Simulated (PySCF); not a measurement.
BeH3NS, SMILES [NH2][Be][SH]. Atoms are numbered in the order given.

```xyz
6

Be     0.0087     0.6000     0.0000
N     -0.0074     2.0984     0.0000
H     -0.0074     2.6768    -0.8251
H     -0.0074     2.6768     0.8251
S      0.0806    -1.3123     0.0000
H     -1.2580    -1.4461     0.0000
```
Charge 0, spin multiplicity 1.

Coordinates come from a B3LYP-D3(BJ)/def2-TZVP optimisation. The values are those of a single conformer.

Calculation: C-PCM-ωB97X/def2-SVP (PySCF).

The values are the electrostatic part of the solvation free energy, E(continuum) − E(gas) at the gas-phase geometry, in a cavity of scaled van der Waals radii (PySCF's table); cavitation and dispersion terms are not included. A continuum can't describe solvent molecules that bind to the metal. In vacuum the orbital gap is 11.63 eV. The dipole moment in vacuum is 2.39 D.

Question: Estimate the values in water (ε = 78.36), 1-octanol (ε = 9.86), acetonitrile (ε = 35.69). (Estimate from the structure and the level; the computed values follow.)

Answer: 
| solvent | ε | ΔG(elec) (kcal/mol) | dipole (D) | gap (eV) |
|---|---|---|---|---|
| water | 78.36 | -6.4 | 3.02 | 11.96 |
| 1-octanol | 9.86 | -5.8 | 2.95 | 11.95 |
| acetonitrile | 35.69 | -6.3 | 3.01 | 11.96 |
